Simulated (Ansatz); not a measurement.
One geometry of Tl₂H₂⁻, several levels of theory.

```yaml
crystal:
  periodic: [false, false, false]
  atoms:
    - {symbol: Tl, position_ang: [0.000420, -0.892712, 0.300230]}
    - {symbol: Tl, position_ang: [-0.794438, 1.703502, 1.314746]}
    - {symbol: H, position_ang: [0.086330, 1.087386, -0.496504]}
    - {symbol: H, position_ang: [0.707689, -1.898175, -1.118482]}
basis:
  gaussian: {orbitals: def2-TZVPD, initial_orbitals: start.molden}
total_charge: -1
magnetization: {spin_polarized: true, initial_magnetization: 1}
hamiltonian: {xc: r2scan, dispersion: d4}
scf: {omitted_lower_state_checks: [starts]}
output: {orbitals: {seedname: orbitals}}
```

The file start.molden holds the orbitals of an earlier run on this structure, at another level or in another basis.

```sh
$ ansatz run in.yaml --threads 4 --pin off --events-out ev --progress --plain --max-ram 3916MiB
```

Output, abridged:

```
Functional definition: r2SCAN
978 factors; their error is unknown
mean field evaluation 1: about -9426.2949 eV, gradient 3.2e0 eV
mean field evaluation 2: about -9426.3263 eV, gradient 4.6e-2 eV
mean field evaluation 4: about -9426.3180 eV, gradient 2.3e-4 eV
mean field -9426.31799717 eV, -346.4107970082 hartree, gradient 1.9e-5 eV, S^2 0.755508; 0 other end points of the search recorded, 0 dependent functions left out
reference -9426.31803169 eV, -346.4107982767 hartree; 23, 22 occupied and 107, 108 virtual orbitals, 978 factors
Total energy: -9426.33564306 eV, -346.4114454828 hartree
Checks for a lower state left out: starts
```

It took 1.4 s on 4 threads of AMD EPYC 9R45 on a shared host.

First input, but with `hamiltonian: {xc: hf}` (abridged; 0.8 s):

```
Functional definition: HF
mean field -9365.26041153 eV, -344.1669721224 hartree, gradient 2.8e-5 eV, S^2 0.761875
Total energy: -9365.26041153 eV, -344.1669721224 hartree
Checks for a lower state left out: starts
```

As the first input, with `hamiltonian: {xc: {name: CAM-B3LYP}, dispersion: d4}` (abridged; 1.3 s):

```
Functional definition: CAM-B3LYP
mean field -9419.78906221 eV, -346.1708630737 hartree, gradient 2.3e-5 eV, S^2 0.752032
Total energy: -9419.87041723 eV, -346.1738528157 hartree
Checks for a lower state left out: starts
```

First input, but with `gaussian: {orbitals: "def2-TZVPPD.json", initial_orbitals: start.molden}`, `correlation: {method: ccsd_t}`, `scf: {omitted_lower_state_checks: [starts, cluster_reference]}` and without the key `hamiltonian` (abridged; 29 s):

```
Functional definition: HF
mean field -9365.27055823 eV, -344.1673450066 hartree, gradient 4.0e-6 eV, S^2 0.761859
8 core orbitals not correlated: weight in the atoms' cores, before any rotation towards them, 1.000 or more for the frozen orbitals, at most 0.000 for the correlated occupied ones
second order -21.42510187 eV of doubles, -0.00000000 eV of singles
cycle   1  -19.43047646 eV  change     2.0e0 eV  update   1.4e-1
cycle   2  -20.12493962 eV  change   -6.9e-1 eV  update   3.8e-2
cycle   3  -20.20248627 eV  change   -7.8e-2 eV  update   2.3e-2
cycle   4  -20.17674303 eV  change    2.6e-2 eV  update   8.7e-3
cycle   5  -20.17535303 eV  change    1.4e-3 eV  update   5.7e-3
cycle   6  -20.17958661 eV  change   -4.2e-3 eV  update   2.9e-3
cycle   7  -20.17900229 eV  change    5.8e-4 eV  update   1.4e-3
cycle   8  -20.17903184 eV  change   -3.0e-5 eV  update   5.6e-4
cycle   9  -20.17927655 eV  change   -2.4e-4 eV  update   2.2e-4
cycle  10  -20.17915512 eV  change    1.2e-4 eV  update   9.8e-5
cycle  11  -20.17914964 eV  change    5.5e-6 eV  update   4.7e-5
cycle  12  -20.17917523 eV  change   -2.6e-5 eV  update   1.8e-5
cycle  13  -20.17918368 eV  change   -8.4e-6 eV  update   8.2e-6
perturbative correction -0.59049069 eV, -0.0217001325 hartree
Total energy: -9386.04023259 eV, -344.9306164612 hartree
Checks for a lower state left out: starts, cluster_reference
```

As the first input, with `hamiltonian: {xc: pbe, dispersion: d4}`, `output: {forces: true, orbitals: {seedname: orbitals}}` (abridged; 0.8 s):

```
Functional definition: PBE
mean field -9423.85694364 eV, -346.3203549592 hartree, gradient 2.2e-5 eV, S^2 0.751780
Total energy: -9423.94651981 eV, -346.3236468225 hartree
Atom 0 force    -0.005133    -0.148130     0.055188 eV/Å
Atom 1 force    -0.089407     0.180550     0.154364 eV/Å
Atom 2 force     0.041195     0.060742    -0.115393 eV/Å
Atom 3 force     0.053344    -0.093161    -0.094158 eV/Å
Dipole moment:    -0.234692     0.268410     0.457709 e Å
Checks for a lower state left out: starts
```

As the first input, with `hamiltonian: {xc: pbe0, dispersion: d4}` (abridged; 1 s):

```
Functional definition: PBE0
mean field -9421.75604345 eV, -346.2431483013 hartree, gradient 1.6e-5 eV, S^2 0.752727
Total energy: -9421.83227974 eV, -346.2459499333 hartree
Checks for a lower state left out: starts
```

Geometry: r2SCAN-D4/def2-TZVPD.

In the def2 sets Tl takes a core potential; there is no spin–orbit coupling. Correlated methods freeze 8 core orbitals; core or outer-core shells of Tl are correlated, in sets that lack core-valence functions. At r2SCAN-D4/def2-TZVPD, PBE-D4/def2-TZVPD, PBE0-D4/def2-TZVPD the highest occupied level of the charge -1 doublet lies above zero (up to 0.96 eV). The electron is either unbound and held by the finite basis, or the level is raised by self-interaction error. Another isomer (doublet) lies 0.32 eV lower at PBE0-D4/def2-TZVPD; other spin states weren't run for this one.
